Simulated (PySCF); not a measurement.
BrClH₂Sn. Atoms are numbered in the order given.

```xyz
5

Sn     0.6041     0.5152     0.0000
Cl    -1.1773     2.0396     0.0000
Br    -0.3742    -1.7680     0.0000
H      1.4545     0.7237    -1.4606
H      1.4545     0.7237     1.4606
```

Coordinates come from a PBE0-D3(BJ)/def2-SVP optimisation. The def2 effective core potentials stand for the cores of Sn; spin–orbit coupling is left out.

Computed with TDA-B3LYP/def2-SVPD in PySCF.

Vertical excitations. Isolated molecule, no solvent. State labels are in the subgroup Cs.

| state | symmetry | energy (eV) | λ (nm) | f | main pairs |
|---|---|---|---|---|---|
| S1 | A" | 5.16 | 240 | 0.016 | HOMO→LUMO 97 % |
| S2 | A' | 5.24 | 237 | 0.022 | HOMO−1→LUMO 96 % |
| S3 | A" | 5.68 | 218 | 0.013 | HOMO−2→LUMO 95 % |
| S4 | A' | 5.79 | 214 | 0.038 | HOMO−3→LUMO 92 % |
| S5 | A" | 6.14 | 202 | 0.003 | HOMO→LUMO+1 98 % |
| S6 | A' | 6.29 | 197 | 0.009 | HOMO−1→LUMO+1 91 % |
| S7 | A" | 6.65 | 187 | 0.007 | HOMO−2→LUMO+1 97 % |
| S8 | A" | 6.78 | 183 | 0.000 | HOMO→LUMO+2 96 % |
| S9 | A' | 6.79 | 183 | 0.003 | HOMO−3→LUMO+1 75 %, HOMO−1→LUMO+2 14 % |
| S10 | A' | 6.87 | 180 | 0.008 | HOMO−1→LUMO+2 80 % |
| T1 | A" | 4.68 | 265 | 0 | HOMO→LUMO 96 % |
| T2 | A' | 4.79 | 259 | 0 | HOMO−1→LUMO 97 % |
| T3 | A" | 5.24 | 237 | 0 | HOMO−2→LUMO 91 % |
| T4 | A' | 5.28 | 235 | 0 | HOMO−3→LUMO 94 % |
Triplets are in the Tamm–Dancoff approximation.
